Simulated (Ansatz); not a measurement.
Consider the redistribution: `C=C(F)[SiH2][SeH]` + `C[CH2][AlH2]` → `C=C(F)[SiH2][AlH2]` + `CC[SeH]`.

Isolated molecules relaxed with PBE0-D4/def2-TZVP in Ansatz; ΔE leaves out vibrations. CCSD(T)/CBS adds triple-zeta CCSD(T) − MP2 to the extrapolated MP2 energy (def2 sets, frozen cores). DFT in def2-TZVPP. B3LYP here is the variant with VWN-RPA as its local correlation; programs differ in this. For Se outer-core shells are correlated without core-valence functions, which leaves a few kJ/mol of doubt a bond. Scalar relativity is left out up to krypton. One conformer a species, not always the lowest.

`C=C(F)[SiH2][SeH]`:

Cartesian coordinates in Å:
```
C -0.293 1.512 -0.924
C -0.657 0.300 -0.532
F -1.534 -0.402 -1.278
Si -0.040 -0.565 1.011
Se 1.052 -2.500 0.534
H -0.684 1.961 -1.831
H 0.410 2.078 -0.327
H 0.826 0.411 1.716
H -1.179 -0.988 1.861
H 2.098 -1.807 -0.231
```

`C[CH2][AlH2]`:

```xyz
10

C    -0.152    1.178   -0.605
C    -0.114   -0.347   -0.525
Al    0.289   -1.134    1.222
H    -0.383    1.534   -1.614
H     0.806    1.621   -0.318
H    -0.905    1.599    0.066
H     0.618   -0.750   -1.239
H    -1.070   -0.772   -0.861
H     0.334   -2.716    1.386
H     0.576   -0.213    2.489
```

`C=C(F)[SiH2][AlH2]`:

Z-matrix (Å, degrees):
```
Si
Al 1 2.457
C 1 1.885 2 111.5
H 1 1.492 2 111.7 3 -120.6
H 1 1.492 2 111.7 3 120.7
H 2 1.587 1 120.1 3 -179.9
H 2 1.590 1 120.5 3 0.1
F 3 1.354 1 114.5 2 180.0
C 3 1.325 1 127.1 2 -0.0
H 9 1.082 3 120.0 1 0.0
H 9 1.085 3 121.4 1 180.0
```

`CC[SeH]`:

Z-matrix (Å, degrees):
```
C
C 1 1.512
H 1 1.091 2 111.2
H 1 1.095 2 110.4 3 120.3
H 1 1.092 2 111.2 3 -120.1
Se 2 1.958 1 114.0 3 57.4
H 2 1.090 1 112.1 3 -179.9
H 2 1.092 1 111.4 3 -59.4
H 6 1.469 2 95.0 1 63.4
```

| level | ΔE (kcal/mol) | difference from CCSD(T)/CBS |
| --- | --- | --- |
| PBE-D4 | 18.5 | -2.2 |
| PBE0-D4 | 19.6 | -1.1 |
| ωB97M-V | 22.4 | 1.7 |
| B2PLYP | 21.1 | 0.4 |
| PBE | 18.5 | -2.2 |
| r2SCAN | 21.1 | 0.4 |
| PBE0 | 19.5 | -1.2 |
| B3LYP | 20.5 | -0.2 |
| HF/def2-TZVPP | 21.8 | 1.1 |
| MP2/def2-TZVPP | 22.1 | 1.4 |
| SCS-MP2/def2-TZVPP | 21.1 | 0.4 |
| CCSD/def2-TZVPP | 19.8 | -0.9 |
| CCSD(T)/def2-TZVPP | 19.5 | -1.2 |
| MP2/def2-QZVPP | 22.8 | 2.1 |
| MP2/CBS(def2) | 23.3 | 2.6 |
| CCSD/CBS(def2) | 21.0 | 0.3 |
| CCSD(T)/CBS | 20.7 | 0 |

Largest T1 diagnostic among the species: 0.013.

From PBE to PBE0 (25 % exact exchange), in def2-TZVPP and without D4, ΔE moves by +1.1 kcal/mol.
